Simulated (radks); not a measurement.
These are the eigenvalues of the occupied orbitals of an atom or ion with whole-number occupations (eV). Calculated with a radial shooting solver on a logarithmic mesh with Libxc functionals: Dirac Kohn-Sham, PBE, spin-unpolarised, spherical densities, finite nucleus; Fermi nuclear charge, rms radius of each element as measured or else 0.836 A^(1/3) + 0.57 fm.

| orbital | eigenvalue |
|---|---|
| 1s1/2 | -5901.033 |
| 2s1/2 | -688.3506 |
| 2p1/2 | -587.6706 |
| 2p3/2 | -579.0235 |
| 3s1/2 | -95.0829 |
| 3p1/2 | -67.0953 |
| 3p3/2 | -66.0632 |
| 3d3/2 | -22.8761 |

Which element is it, and in what charge state? The configuration may be excited. Open shells, if any, fill j = l - 1/2 first.

Answer. Z = 24, chromium, charge +2: Cr2+ in [Ar] 3d4. The list shows which subshells hold electrons but not how many an open one holds; the 1s level, -216.86 hartree, gives Z - s = 20.8 by -(Z - s)^2/2, which with screening and relativity narrows Z to a few neighbours, and the depths of the outer levels then fix element, charge and occupations together.
